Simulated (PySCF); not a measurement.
## Dipole response of Sb (antimony, neutral)

[Kr] 4d10 5s2 5p3, high-spin 4S determinant. All numbers are calculated (PySCF 2.14, the spin-free X2C one-electron Hamiltonian (Gaussian nucleus), in aug-cc-pwCVTZ-DK3 with one added diffuse shell each of s, p, d, f type (11s10p8d5f1g, 125 functions)). Coupled (time-dependent) response in atomic units; α is the mean over directions.

| method | mean α (bohr³) | C₆ (like pair) | S(−4) |
| --- | --- | --- | --- |
| revPBE | 47.99 | 531.9 | 698.4 |

S(−4) is the Cauchy moment in α(ω) = α(0) + S(−4) ω² + …

Reference α: 43 ± 2 bohr³ (recommended; Schwerdtfeger and Nagle, table of static dipole polarizabilities (2023 update)). Published C₆: 492.0 (Chu and Dalgarno (2004); Tang, Norbeck and Certain (1976)).

α(iu) at revPBE:

```tsv
u (hartree)	α(iu) (bohr³)
0	47.99
0.0500	46.33
0.100	42.18
0.200	32.07
0.300	23.81
0.500	14.01
0.750	8.419
1.00	5.752
1.50	3.359
2.00	2.296
3.00	1.321
5.00	0.6164
```

A single London oscillator, α(iu) = α/(1 + u²/ω²), gives C₆ = (3/4) ω α². Matching the computed C₆ needs ω = 4 × 531.9 / (3 × 47.99²) = 0.308 hartree.
